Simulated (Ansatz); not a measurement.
Two isomers of C2H7NSi: A = `NC1C[SiH2]1`, B = `C1C[SiH2]N1`.

Computed with Ansatz on PBE0-D4/def2-TZVP structures; ΔE is electronic, products minus reactants. CCSD(T)/CBS adds triple-zeta CCSD(T) − MP2 to the extrapolated MP2 energy (def2 sets, frozen cores). Functionals use def2-TZVPP. B3LYP here is the variant with VWN-RPA as its local correlation; programs differ in this. One conformer a species, not always the lowest.

(1) Which isomer does CCSD(T)/CBS put lower? Give the gap. (Best estimate.)

(2) Give E(B) − E(A) in kJ/mol with BLYP-D4, CCSD(T)/def2-TZVPP, CCSD/def2-TZVPP, ωB97M-V, HF/def2-TZVPP, B3LYP-D4, CCSD(T)/def2-SVP. (Estimate.)

(3) Does the order hold for the free energy at 298.15 K (harmonic terms from PBE0-D4)? (An estimate is asked.)

Largest T1 diagnostic: 0.011.

Results:

(1) The calculation gave: B, by 124.5 kJ/mol.

(2) Computed: BLYP-D4 -114.3, CCSD(T)/def2-TZVPP -124.4, CCSD/def2-TZVPP -128.1, ωB97M-V -123.5, HF/def2-TZVPP -143.8, B3LYP-D4 -121.6, CCSD(T)/def2-SVP -115.6. None reverses the order clearly.

(3) The calculation gave: Yes: G(B) − G(A) = -122.2 kJ/mol, for one conformer each.

From BLYP to BHLYP (50 % exact exchange), in def2-TZVPP and without D4, E(B) − E(A) moves by −19.5 kJ/mol. At CCSD(T), def2-SVP lies +8.9 kJ/mol from the extrapolated value and def2-TZVPP +0.1 kJ/mol.
